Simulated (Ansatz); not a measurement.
Total energies of Ca₂S⁺ from Ansatz at r2SCAN-D4/def2-TZVP, gas phase (1 Eh = 27.2114 eV = 2625.5 kJ/mol). The reference geometry is relaxed at PBE-D4/def2-TZVP.

```xyz
3

Ca    2.240   -0.899    0.003
Ca   -2.331    0.622    0.006
S     0.092    0.277   -0.010
```

```
           state                     geometry  energy (Eh)
charge 1 doublet                    reference  -1753.15262
charge 0 triplet                    reference  -1753.33327
charge 1 quartet  relaxed at PBE-D4/def2-TZVP  -1753.06058
```

Problem. Work out the vertical electron affinity, to the triplet.

Solution. E(charge 1 doublet) − E(charge 0 triplet) = -1753.15262 − (-1753.33327) = 0.18065 Eh = 4.92 eV.

Problem. Which of the charge 1 states is lowest, and how far above it are the others?

Solution. The doublet. quartet: -1753.06058 − (-1753.15262) = 0.09204 Eh = 241.7 kJ/mol.

The structure comes from a short search, and lower isomers may exist.
